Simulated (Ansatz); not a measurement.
Computed with Ansatz on PBE0-D4/def2-TZVP structures; ΔE is electronic, products minus reactants. CCSD(T)/CBS is the MP2 limit (def2-TZVPP, def2-QZVPP) plus CCSD(T) − MP2 in def2-TZVPP, frozen cores. This one scheme is used for every species, atoms too. Functionals use def2-TZVPP. HSE06 is defined as in plane-wave codes. Open shells (•) are unrestricted, without spin–orbit coupling. Spin–orbit coupling would lower the free atoms: a little for B; strongly for Te. Elements past krypton have def2 core potentials. For Sb, Te outer-core shells are correlated without core-valence functions, so the limit isn't a true one: a few kJ/mol of doubt a bond, and 10 to 20 or more in all where bonds break to atoms.

Consider the atomization: `[BH2][SbH][TeH]` → B• + 4 H• + Sb• + Te•.

| level | ΔE (eV) |
| --- | --- |
| HSE06-D4 | 18.12 |
| BHLYP | 17.63 |
| CCSD(T)/def2-SVP | 16.47 |
| CCSD/def2-TZVPP | 17.23 |

Problem. What does CCSD(T)/CBS give? (Estimate.)

Solution. Computed: +18.32 eV. The listed levels differ from it by -0.20, -0.69, -1.85, -1.09 eV.

Largest T1 diagnostic among the species: 0.014.

From PBE to PBE0 (25 % exact exchange), in def2-TZVPP and without D4, ΔE moves by −0.29 eV: exact exchange takes away binding that semilocal exchange gives to molecules. In def2-TZVPP, CCSD(T) changes the Hartree–Fock value by +5.12 eV (the triples alone add +0.34 eV) and MP2 by +4.93 eV; breaking electron pairs costs correlation energy, which Hartree–Fock lacks. Leaving LDA and LC-ωPBE aside and taking each functional with its dispersion term where it has one, the values, not all of them listed here, spread over 0.61 eV, from PBE-QIDH to PBE-D4. LDA lies +2.76 eV from PBE without D4, its usual overbinding.

For atomizations the MP2-based limit and the directly extrapolated one differ by several kJ/mol either way, and by 10 to 25 for some Ge, Se and Sn compounds, so smaller differences from it don't rank the levels.
